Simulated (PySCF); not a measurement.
Start geometry of `N[Si@@](O)([SiH3])P` from GFN2-xTB (Å):
```
atom  x, y, z in Å
N1     0.3871    1.5433   -1.0969
Si2    0.2834    0.3357    0.1211
O3     0.4019    1.0921    1.5574
Si4   -1.6665   -0.8205    0.4265
P5     2.1866   -0.8160   -0.3207
H6    -0.3288    2.3066   -1.0995
H7     0.5820    1.2986   -2.0492
H8     1.1738    1.6788    1.7476
H9    -2.8615    0.0810    0.4801
H10   -1.7342   -1.6137    1.6744
H11   -1.9539   -1.7701   -0.6620
H12    1.9112   -1.8252    0.5896
H13    1.6247   -1.5075   -1.3789
```

Problem. What comes out of this run: PySCF 2.14.0, PBE0-D3(BJ)/def2-SVP geometry optimisation, gas phase?

Solution. 
```
atom  x, y, z in Å
N1     0.1066    1.3313   -1.3466
Si2    0.2684    0.4084    0.0998
O3     0.4286    1.2722    1.5276
Si4   -1.6517   -0.8745    0.4346
P5     2.1680   -0.7818   -0.2386
H6    -0.7198    1.8889   -1.5314
H7     0.9185    1.6933   -1.8350
H8     1.1773    1.8753    1.5827
H9    -2.8810   -0.0225    0.5179
H10   -1.5349   -1.6687    1.6962
H11   -1.8197   -1.8261   -0.7086
H12    1.9893   -1.5972    0.9194
H13    1.5557   -1.7154   -1.1288
```

The energy falls by 28.0 kJ/mol over 22 energy and gradient evaluations, the largest force component goes from 0.0329 to 2.8e-04 Eh/bohr, and the atoms move by 0.286 Å rms after alignment. The bond that changes most is Si2–O3 (oxygen-bound silicon to silanol oxygen), which lengthens by 0.049 Å. Bonds longer at the end by more than 0.005 Å: 8 of 12; shorter: 2. Among the angles that change most is N1–Si2–Si4, from 120.1° to 109.7°. Among the dihedrals that turn most is H7–N1–Si2–P5, from 49° to -35°. Rotational constants go from 2770, 1576, 1362 to 2606, 1564, 1389 MHz. The orientation of the end geometry is arbitrary; only internal coordinates are fixed.

The run used 122 basis functions and 143 SCF cycles in all.

Not checked by PBE0-D3(BJ)/def2-SVP frequencies. One conformer, not necessarily the lowest.
